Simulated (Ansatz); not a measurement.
Energy needed to pull apart CH$_{2}$GaO (SMILES O=[C][GaH2]), doublet, into free ground-state atoms, from the structure below (displaced at random from a GFN2-xTB minimum); no zero-point or spin–orbit terms; open-shell atoms are treated unrestricted, in their ground-state multiplicity.

O1  (0.514, -1.488, 1.581)
C2  (0.922, -0.544, 1.240)
Ga3  (-0.414, 0.322, -0.378)
H4  (-1.721, 0.063, -1.486)
H5  (0.462, 1.754, -0.952)
(Å)

Computed with Ansatz 0.2.0 (basis: def2-TZVPP); correlated methods freeze the cores; orbitals are unrestricted. Filled d shells of the heavier atoms are correlated. The def2 sets are not built for correlating such inner shells, so the correlated values are less sure here.

```csv
method,atomization energy (kJ/mol)
PBE-D4,1528
r2SCAN-D4,?
PBE0-D4,1465
r2SCAN0-D4,1432
HSE06-D4,1467
wB97M-V,?
HF,958
MP2,1452
CCSD,1387
CCSD(T),1422
```

(1) What does r2SCAN-D4 give? (An estimate is asked for; the value comes from the calculation.)

(2) What does wB97M-V give? (To be estimated.)

The T1 diagnostic stays at or below 0.019. ⟨S²⟩ of the unrestricted Hartree–Fock references: 0.79 (a pure state has 0.75).

## Answers

(1) Computed: 1486 kJ/mol, which is about 65 kJ/mol more than CCSD(T)/def2-TZVPP.

(2) By the calculation: 1470 kJ/mol, which is about 49 kJ/mol more than CCSD(T)/def2-TZVPP.

In triple zeta the MP2 and coupled-cluster atomization energies are still short of their basis limit by a few kcal/mol a bond, whereas those of the functionals are nearly converged, so these differences are not deviations from converged CCSD(T).

For scale, one of the runs: CCSD(T)/def2-TZVPP forces, 138 basis functions (an equivalent command: `ansatz run in.yaml --threads 4`). Hardware: 4 CPU threads, shared host. Wall time 4 min; peak host memory 3.3 GiB.
